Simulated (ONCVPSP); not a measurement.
Potentials for vanadium compared

Generated with ld1.x 7.5 (TM, RRKJ, ultrasoft, PAW), atompaw 4.2 or ONCVPSP 4.0.1. The cutoff is in Ry: for ld1.x and atompaw files where the sum of valence levels is converged to 10 mRy in a Bessel basis, for ONCV files where the hardest occupied wave has 1 mHa per electron of residual kinetic energy. The error is the largest all-electron minus pseudo excitation energy over each file’s own four to seven test configurations (ionisations up to +4, promotions, holes and added fractions of an electron), all of which were solved. The labels leave out finer settings (local radius, basis sizes, second energies), which also bear on the numbers. Spin-polarised tests are not counted. The rows are a selection from randomly drawn settings: files with unsolved tests, undetermined cutoffs or missed reference levels are left out.

| potential | cutoff (Ry) | largest error (meV) | bound ghosts |
| --- | --- | --- | --- |
| ONCV, PBE, scalar-relativistic, rc 1.45/0.95/1.20 (spd), local smoothed, core correction yes, reference 3s2 3p6 3d2, qcut 10.1/8.3/13.1, projectors 2/2/2 | 124 | +11 | none |
| ONCV, PBEsol, fully relativistic, rc 1.90/1.45/2.15 (spd), local smoothed, core correction yes, reference 3s2 3p6 3d3 4s1.5 4p0.5, qcut 6.2/7.5/8, projectors 2/2/3 | 45 | +12 | none |
| ONCV, PBE, fully relativistic, rc 1.60/1.30/1.20 (spd), local smoothed, core correction no, reference 3s2 3p6 3d3 4s2, qcut 7.6/8.5/11.7, projectors 2/2/1 | 109 | +11 | none |
| ONCV, PBE, scalar-relativistic, rc 1.70/1.50/2.35 (spd), local smoothed, core correction yes, reference 3s2 3p6 3d4 4s1, qcut 6.5/8.4/6.1, projectors 2/3/2 | 46 | +102 | none |
| ONCV, Wu-Cohen, scalar-relativistic, rc 1.45/1.30/1.45 (spd), local smoothed, core correction yes, reference 3s2 3p6 3d3 4s1, qcut 7.2/8.9/10.1, projectors 3/2/2 | 85 | +171 | none |
| ONCV, PBEsol, fully relativistic, rc 1.45/1.55/1.20 (spd), local smoothed, core correction yes, reference 3s2 3p6 3d2, qcut 6.8/10.2/13.1, projectors 2/1/1 | 131 | -528 | none |

Problem. Fill in the row for V: ONCV, LDA (Perdew-Zunger), scalar-relativistic, rc 1.40/1.55/1.45 (spd), local smoothed, core correction no, reference 3s2 3p6 3d3 4s2, qcut 6.8/7.7/9.8, projectors 2/2/3.

Solution. cutoff 79 Ry, largest error +28 meV, bound ghosts: none.

Problem. Fill in the row for V: ONCV, PBEsol, scalar-relativistic, rc 1.90/1.40/1.75/1.45 (spdf), local smoothed, core correction yes, reference 3s2 3p6 3d3 4s2, qcut 6.8/11.5/7.7/7.7, projectors 2/2/3/3.

Solution. cutoff 50 Ry, largest error +80 meV, bound ghosts: none.

Problem. Fill in the row for V: ONCV, LDA (Perdew-Zunger), scalar-relativistic, rc 1.45/1.20/1.20 (spd), local d, core correction yes, reference 3s2 3p6 3d3, qcut 10.2/11.8/13.4, projectors 1/3/0.

Solution. cutoff 125 Ry, largest error +947 meV, bound ghosts: none.
